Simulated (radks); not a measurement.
Q: All-electron atom: Zr2+ in [Kr] 4d2 (the NIST ground configuration). Method: scalar-relativistic Kohn-Sham, r2SCAN, spin-polarised, spherical densities, finite nucleus; open shells are filled with parallel spins first (spin-orbit coupling, left out, can overturn this in heavy ions); meta-GGA in the generalised Kohn-Sham scheme; Fermi nuclear charge, rms radius 4.2694 fm; computed with a radial shooting solver on a logarithmic mesh with Libxc functionals. Some entries of the table are withheld. Estimate them.

orbital,occ.,eigenvalue (eV),<r^2> (bohr^2),<r> (bohr)
1s down,1,-17880.57,0.001854,0.03707
1s up,1,-17880.55,0.001854,0.03707
2s up,1,-2501.499,0.03113,0.1625
2s down,1,-2501.251,0.03113,0.1625
2p up,3,-2229.836,0.02456,0.1417
2p down,3,-2229.664,0.02455,0.1417
3s up,1,-427.1792,0.2398,0.4573
3s down,1,-427.0920,0.2398,0.4574
3p up,3,-337.7596,0.2480,0.4614
3p down,3,-337.6498,0.2480,0.4614
3d up,5,-191.5313,(1),0.4525
3d down,5,-191.3251,(2),0.4525
4s up,1,-71.0452,(3),1.221
4s down,1,-69.7106,(4),1.213
4p up,3,-48.4426,2.151,1.371
4p down,3,-46.8146,2.106,1.357
4d up,2,(5),4.675,1.985
4d down,0,(6),4.558,1.950

A: 
(1) 3d up <r^2> (bohr^2): 0.2477
(2) 3d down <r^2> (bohr^2): 0.2476
(3) 4s up <r^2> (bohr^2): 1.689
(4) 4s down <r^2> (bohr^2): 1.667
(5) 4d up eigenvalue (eV): -17.7812
(6) 4d down eigenvalue (eV): -15.2990
